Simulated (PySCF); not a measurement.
Radial density of Ir (iridium, neutral)

PBE, [Xe] 4f14 5d7 6s2, high-spin 4F determinant. Computed with PySCF 2.14 in cc-pVDZ-PP with ECP60MDF, with a scalar-relativistic core potential. This is the valence pseudo-density: the core potential removes the inner electrons and smooths the orbitals near the nucleus.

```
r (bohr)  4πr²ρ (e/bohr)  4πr²(ρα − ρβ)
   0.127       4.794e-05         0.0000
   0.213       0.0007326         0.0001
   0.359         0.06634         0.0049
   0.604           3.684         0.2097
    1.02           14.01         1.7407
    1.71           6.235         1.7245
    2.87           1.610         0.3255
    4.83          0.1879        -0.0025
    8.13        0.003191        -0.0004
```

Energies and moments cover only the electrons outside the core potential. Spin-orbit coupling, absent here, splits the open shell strongly.

Question: Where is the radial spin density 4πr²(ρα − ρβ) most negative, and why is it negative at all?

Answer: Around r = 4.83 bohr, down to -0.0025 e/bohr: exchange with the open shell polarises the paired shells in an unrestricted calculation.
